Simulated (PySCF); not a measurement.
C₂H₆OSi, SMILES O[SiH2]C=C. Geometry optimised at ωB97X-D3(BJ)/def2-SVP. Other conformers were not sampled.

Calculation: PySCF 2.14.0 with ωB97X-D3(BJ)/def2-SVP.

Harmonic wavenumbers (cm⁻¹): 115, 181, 228, 419, 433, 656, 671, 759, 842, 891, 929, 975, 1019, 1022, 1056, 1283, 1425, 1707, 2229, 2282, 3146, 3171, 3244, 3937. Rotational constants (GHz): 10.72, 4.218, 3.170; symmetry number 1.

Problem. Work out the zero-point energy and the ideal-gas rigid-rotor harmonic-oscillator thermochemistry at 298.15 K and 1 atm.

Solution. ZPE = ½ Σ hcν = ½ × 32621 cm⁻¹ = 46.63 kcal/mol. H − E(el) = 50.93 kcal/mol. Entropy in cal/(mol K): translation 38.83, rotation 25.22, vibration 10.93, total 74.98. G − E(el) = 28.57 kcal/mol. Cp = 22.19 cal/(mol K). Modes under 150 cm⁻¹ make the vibrational entropy uncertain.
